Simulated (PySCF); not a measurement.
**Spinor energies of F⁸⁺ (fluorine, charge +8)**

Start: 1s1; 1s1/2 filled at m_j = +1/2. Calculated with PySCF 2.14 in an even-tempered Gaussian basis (15 s from 3.9 bohr⁻², ratio 2.4; 8 p from 5.1 bohr⁻², ratio 2.4; 3 d from 15 bohr⁻², ratio 2.6; 3 f from 22 bohr⁻², ratio 2.6): generalised Hartree-Fock with the X2C-1e Hamiltonian and a Gaussian nucleus; one run each with spin-orbit coupling (SO) switched off, then screened by Boettger's factors, then bare.

```tsv
spinor shell	electrons	ε, spin-free (eV)	ε, screened SO (eV)	ε, bare SO (eV)	weight of nominal j (screened SO)	rms radius, screened SO (bohr)
1s1/2	1	-1103.3	-1103.3	-1103.3	1.000	0.192
```

```tsv
quantity	spin-free	screened SO	bare SO
E (hartree)	-40.54372	-40.54372	-40.54372
M_J	1/2	1/2	1/2
⟨J²⟩	0.750	0.750	0.750
⟨L²⟩	0.000	0.000	0.000
⟨S²⟩	0.750	0.750	0.750
```

Without spin-orbit coupling the j labels of p, d and f shells carry no meaning; the spin-free column gives the mean over the occupied spinors of each nl shell.
